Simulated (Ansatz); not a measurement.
Gas-phase electronic energies from Ansatz, PBE0-D4/def2-TZVP geometries. CBS: MP2 limit from def2 TZ/QZ plus the TZ coupled-cluster correction, frozen cores. This one scheme is used for every species. Functionals use def2-TZVPP. For Se outer-core shells are correlated without core-valence functions, which leaves a few kJ/mol of doubt a bond. Scalar relativity is left out up to krypton. One conformer a species, not always the lowest.

Reaction (ligand exchange at the Si–N bond): `[AlH2][NH][SiH2]Cl` + `C[SeH]` → `C[Se][SiH2]Cl` + `[NH2][AlH2]`

`[AlH2][NH][SiH2]Cl`:

Z-matrix (Å, degrees):
```
Si
N 1 1.708
Cl 1 2.066 2 112.4
H 1 1.481 2 111.9 3 118.1
H 1 1.479 2 108.2 3 -118.0
Al 2 1.790 1 128.6 3 103.5
H 2 1.013 1 114.8 3 -72.5
H 6 1.579 2 117.4 1 2.6
H 6 1.581 2 117.3 1 -178.1
```

`C[SeH]`:

Z-matrix (Å, degrees):
```
C
Se 1 1.949
H 1 1.088 2 110.6
H 1 1.087 2 110.6 3 -123.3
H 1 1.089 2 106.0 3 118.4
H 2 1.468 1 95.4 3 61.7
```

`C[Se][SiH2]Cl`:

Cartesian coordinates in Å:
```
C -0.874 -0.620 -1.193
Se 0.685 -1.286 -0.213
Si 0.978 0.536 1.072
Cl -0.606 0.861 2.349
H -1.152 -1.406 -1.893
H -0.617 0.285 -1.739
H -1.694 -0.436 -0.503
H 2.199 0.307 1.876
H 1.082 1.760 0.243
```

`[NH2][AlH2]`:

```xyz
6

N    -0.296    0.755   -0.470
Al    0.262   -0.667    0.415
H     0.007    1.014   -1.395
H    -0.964    1.425   -0.123
H     1.318   -1.612   -0.291
H    -0.326   -0.915    1.864
```

Q: Is it downhill or uphill in electronic energy at CCSD(T)/CBS, and by how much? (An estimate is asked.)

A: The calculation gave: Nearly level: ΔE = +2.4 kJ/mol.

Q: What do these levels give: PBE0-D4, r2SCANh-D4, BHLYP-D4, ωB97X-V, B2PLYP, r2SCAN, RPA@PBE/def2-TZVPP, MP2/def2-SVP, CCSD/def2-SVP, SCS-MP2/def2-TZVPP, HF/def2-QZVPP, SCS-MP2/def2-QZVPP? (Best estimate.)

A: The calculation gave: PBE0-D4 -2.7, r2SCANh-D4 1.2, BHLYP-D4 7.8, ωB97X-V 5.4, B2PLYP 6.6, r2SCAN 0.8, RPA@PBE/def2-TZVPP 11.7, MP2/def2-SVP 8.7, CCSD/def2-SVP 13.0, SCS-MP2/def2-TZVPP 8.8, HF/def2-QZVPP 19.1, SCS-MP2/def2-QZVPP 6.1 kJ/mol.

Largest T1 diagnostic among the species: 0.011.

Leaving LDA and LC-ωPBE aside and taking each functional with its dispersion term where it has one, the values, not all of them listed here, spread over 16.0 kJ/mol, from PBE-D4 to CAM-B3LYP-D4. LDA lies +3.2 kJ/mol from PBE without D4. At CCSD(T), def2-SVP lies +9.0 kJ/mol from the extrapolated value and def2-TZVPP +6.1 kJ/mol.
